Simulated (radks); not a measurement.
Spherical quantum dot in the effective-mass picture: electrons in a hard-walled sphere of radius 10.9, with a point charge +2 (a donor) at the centre, all in effective atomic units (hartree* = m*/eps^2 hartree, bohr* = eps/m* bohr), one dielectric constant everywhere. Calculated with a radial shooting solver with Libxc functionals: non-relativistic Kohn-Sham, LDA (Slater exchange, Perdew-Wang correlation), spin-polarised, spherical densities. Levels are named by radial order and angular momentum (1s, 1p, 1d, 2s, ...), and open shells are averaged over m. At N = 6 the configuration is 1s2 1p(up 3, down 0) 2s(up 1, down 0). Does electron 7 go into 2s down or 1p down or 1d up?

Answer. Into 2s down. The total energies of the other choices lie higher by 0.0215 hartree* (1p down), 0.0325 hartree* (1d up).
